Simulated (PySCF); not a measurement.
A structure optimised at PBE0-D3(BJ)/def2-SVP, used in a PySCF frequency run:

```xyz
13

C     -2.1188     0.8016     1.2897
C     -1.3136     0.7467    -0.0092
N     -1.7940    -0.1792    -1.0160
Si     0.4983     0.3461     0.3112
Cl     1.6421     0.6450    -1.3705
Cl     0.5889    -1.6525     0.8521
H     -3.1711     1.0545     1.0787
H     -2.1050    -0.1744     1.8018
H     -1.7285     1.5564     1.9916
H     -1.2882     1.7572    -0.4603
H     -2.7473     0.0448    -1.2951
H     -1.8032    -1.1304    -0.6507
H      1.0937     1.1383     1.4181
```
Charge 0, spin multiplicity 1.

Task: Write its SMILES and formula.

Result: C[C@H](N)[SiH](Cl)Cl, C2H7Cl2NSi

Task: What are its rotational constants (standard atomic weights)?

Result: 2.0167, 1.4201, 1.0433 GHz
